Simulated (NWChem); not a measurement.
Species: AlHBrF; SMILES [AlH]([F])[Br]

```xyz
4

Al    -0.5292    -1.1076     0.0007
H     -2.0412    -1.5163     0.0044
F      0.6346    -2.2903    -0.0003
Br     0.1531     1.0238    -0.0004
```
Atoms are numbered in this order, from 1.

All runs: NWChem. All runs use the structure optimised with PBE0/def2-SVP. Vzz is the largest principal value of the second derivative of the potential at the nucleus (NWChem prints the opposite sign); η is the asymmetry. Non-relativistic.

Question: Predict the results for PBE/def2-TZVP. Quantities: Vzz Al1 (a.u.); η Al1; Vzz Br4 (a.u.); η Br4.

Answer: 
- Vzz Al1 (a.u.): 1.051
- η Al1: 0.42
- Vzz Br4 (a.u.): 2.739
- η Br4: 0.38
